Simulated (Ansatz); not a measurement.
`Cl[B]1[NH][GaH]1`. Charge 0, multiplicity 1. The structure was optimised at the PBE0-D4/def2-TZVP level.

```xyz
6

Cl   -0.807   -2.425   -0.680
B    -0.375   -0.806   -0.198
N     0.751   -0.025   -0.206
Ga   -0.709    1.009    0.556
H     1.693   -0.223   -0.525
H    -0.552    2.472    1.052
```

Q: What is the dipole moment at B3LYP/def2-TZVPP? (Best estimate.)

A: The calculation gave: 1.72 D, with components (0.57, 1.57, 0.43) D in this frame, pointing from negative to positive charge.

Q: And with PBE, r2SCAN, ωB97M-V? (Best estimate.)

A: Computed: PBE 1.67 D, r2SCAN 1.74 D, ωB97M-V 1.84 D.

Q: Give the Mulliken charges with B3LYP, r2SCAN, PBE in def2-TZVPP. (An estimate is asked.)

A: The calculation gave: 
```tsv
atom	B3LYP	r2SCAN	PBE
Cl1	-0.15	-0.15	-0.13
B2	0.31	0.26	0.23
N3	-0.31	-0.32	-0.26
Ga4	0.03	0.09	0.01
H5	0.14	0.15	0.15
H6	-0.01	-0.02	0.00
```

B3LYP here is the variant with VWN-RPA as its local correlation; programs differ in this.
